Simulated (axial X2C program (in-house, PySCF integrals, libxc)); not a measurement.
# BaSb: properties at the nuclei

Computed with an axial X2C code built on PySCF integrals: two-component X2C with atomic mean-field Coulomb and Gaunt terms, Gaussian nuclei, basis Ba dyall-cv3z, Sb dyall-cv3z with contracted cores.

R = 3.036 Å (near the PBE0 minimum at charge 0 of the determinant lowest at the starting distance; the state shown can have its own minimum elsewhere).

Determinant lowest in the PBE0 search, Ω = 3/2 (⟨Sz⟩ = 0.50, ⟨Lz⟩ = 1.00 at PBE0), spin on the atoms Ba 0.02, Sb 0.48:

```json
{"level": "PBE0", "Eeff magnitude (GV/cm)": "1.17", "Ws magnitude Ba (kHz)": "0.637", "A∥/gI Ba (MHz)": "-167", "qzz Ba (a.u.)": "-0.55", "A∥/gI Sb (MHz)": "218", "qzz Sb (a.u.)": "-2.05", "μ (D)": "-9.50"}
{"level": "TPSSh", "Eeff magnitude (GV/cm)": "0.846", "Ws magnitude Ba (kHz)": "0.449", "A∥/gI Ba (MHz)": "-72.5", "qzz Ba (a.u.)": "-0.64", "A∥/gI Sb (MHz)": "231", "qzz Sb (a.u.)": "-2.27", "μ (D)": "-9.38"}
{"level": "B3LYP", "Eeff magnitude (GV/cm)": "0.995", "Ws magnitude Ba (kHz)": "0.534", "A∥/gI Ba (MHz)": "-149", "qzz Ba (a.u.)": "-0.70", "A∥/gI Sb (MHz)": "272", "qzz Sb (a.u.)": "-1.63", "μ (D)": "-8.86"}
{"level": "BHandHLYP", "Eeff magnitude (GV/cm)": "2.42", "Ws magnitude Ba (kHz)": "1.17", "A∥/gI Ba (MHz)": "-419", "qzz Ba (a.u.)": "-0.39", "A∥/gI Sb (MHz)": "243", "qzz Sb (a.u.)": "-1.34", "μ (D)": "-9.56"}
```

Eeff is the effective electric field on the electron electric dipole moment in this Ω state and Ws the scalar–pseudoscalar constant of the nucleus named (defined with the proton number Z and per Ω); A∥ (defined per Ω) follows by multiplying with gI = μI/(I μN); qzz is the electric field gradient, eQq0 = 234.96 MHz × Q/barn × qzz; μ is positive if the Sb end (last atom) is positive. The operators were transformed with the bare-nucleus X2C matrices; with these basis sets, hyperfine constants and field gradients can be off by tens of per cent, and where levels differ in sign neither size nor sign is settled.

(1) With Q(137Ba) = 0.236 barn, gI(121Sb) = 1.3454, Q(121Sb) = -0.543 barn (g factors from the IAEA table of nuclear moments by Stone; Q from Pyykkö, Mol. Phys. 2018), turn the PBE0 values of the first state into constants in MHz.

Each state is one determinant with collinear spin. Where Eeff spreads by more than a factor of two the levels disagree and none is to be relied on. Left out as unconverged or as another state under the same occupation: HF in at least one table. The search compared states at one distance, so a state with another bond length can lie lower. Further determinants of the search, some of them spin-mixed, are not shown. Where a field gradient or hyperfine factor spreads by more than a factor of two over the levels, a constant derived from it is not to be relied on.

## Answers

(1) eQq0(137Ba) = 234.96 × (0.236) × (-0.55) = -30.5 MHz; A∥(121Sb) = 218 × 1.3454 = 293 MHz; eQq0(121Sb) = 234.96 × (-0.543) × (-2.05) = 262 MHz.
